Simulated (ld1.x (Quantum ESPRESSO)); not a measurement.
**Before and after: PAW potential for chlorine (Cl)**

ld1.x (Quantum ESPRESSO) 7.5 input, shortened:

```
&input
   title='Cl', zed=17., rel=1, dft='PW91', iswitch=3,
   config='[Ne] 3s2 3p4'
 /
 &inputp
   pseudotype=3, lpaw=.true., tm=.true., lloc=-1, rcloc=0.60,
   nlcc=.true., new_core_ps=.true., rcore=0.70,
   which_augfun='BESSEL', rmatch_augfun=0.55
 /
4
2S  1  0   2.00   0.00  0.65  0.70  0.0
3S  2  0   2.00   0.00  0.65  0.70  0.0
2P  2  1   6.00   0.00  0.60  0.70  0.0
3P  3  1   4.00   0.00  0.60  0.70  0.0
 &test
   configts(1)='2s2 2p6 3s2 3p4'
 /
```

Change: waves 2p (bound): rcut 0.60, rcutus 0.92 bohr; 3p (bound): rcut 0.60, rcutus 0.92 bohr.

Cutoffs: the cutoffs (Ry, on a coarse ladder) from which the occupation-weighted sum of valence levels, in a spherical-Bessel basis at the reference potential, stays within 10 and 1 mRy of its value at 400 Ry; they do not see the model core or the augmentation charge, which bear on the density cutoff. Errors are all-electron minus pseudo energies relative to the spin-unpolarised reference configuration.

Problem. Predict the effect on cutoff, ghosts and configuration errors.

Solution. The number of tests with a reliable result goes from 7 to 6 (the test run of the changed file stopped, so its transferability is not established); of the 6 tests that both files solve, the error grows in 5 and shrinks in 0 by more than 15 % and 0.3 meV (median size 0.2 → 1.0 meV); neither file shows a bound ghost. More of the atom is replaced by a form fitted at one configuration, so other configurations suffer.

```tsv
quantity	base	changed
cutoff, loose	300 Ry	180 Ry
cutoff, tight	over 300 Ry	260 Ry
loose cutoff by channel (10 mRy a level)	s 160 Ry, p 260 Ry	s 160 Ry, p 90 Ry
bound ghosts	none	none
tests with a reliable result	7 of 7	6 of 7 (the test run stopped)
error for 2s2 2p6 3s2 3p5, meV [ΔE -13.93 eV]	-0.1	+0.7
error for 2s2 2p6 3s2 3p3, meV [ΔE 25.51 eV]	0.0	+0.1
error for 2s2 2p6 3s2 3p2, meV [ΔE 63.90 eV]	-0.3	+1.1
error for 2s2 2p6 3s1 3p6, meV [ΔE -1.78 eV]	-0.4	+1.3
error for 2s2 2p6 3s2 3p5.3, meV [ΔE -16.08 eV]	-0.1	+0.9
error for 2s2 2p6 3s1 3p5, meV [ΔE 12.70 eV]	-0.2	+1.0
lowest overlap eigenvalue by channel	s 0.06, p 0.20	s 0.06, p 0.77
```
